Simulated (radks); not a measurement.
The numbers below are computed, except where a source is named.
Coulomb parameter of the 4f shell of the praseodymium ion Pr2+ in the model configuration [Xe] 4f2 6s1, as a second difference U = [E(n + 0.5) + E(n - 0.5) - 2 E(n)] / (0.5)^2 with all orbitals relaxed. "Bare": the charge of the atom changes with n. "Screened": the 6s shell takes up the change at fixed total charge, which measures U(4f,4f) + U(6s,6s) - 2 U(4f,6s). Code: a radial shooting solver on a logarithmic mesh with Libxc functionals. Model: Dirac Kohn-Sham, PBE, spin-unpolarised, spherical densities, point nucleus; open shells are shared between the two j in proportion to 2j + 1.

[
 {"case": "start", "configuration": "[Xe] 4f2 6s1", "E - E(n) (eV)": "0.000"},
 {"case": "bare +0.5", "configuration": "[Xe] 4f2.5 6s1", "E - E(n) (eV)": "-8.875"},
 {"case": "bare -0.5", "configuration": "[Xe] 4f1.5 6s1", "E - E(n) (eV)": "12.979"},
 {"case": "screened +0.5", "configuration": "[Xe] 4f2.5 6s0.5", "E - E(n) (eV)": "-2.476"},
 {"case": "screened -0.5", "configuration": "[Xe] 4f1.5 6s1.5", "E - E(n) (eV)": "4.197"}
]

U(bare) = 16.416 eV, U(screened by 6s) = 6.885 eV.
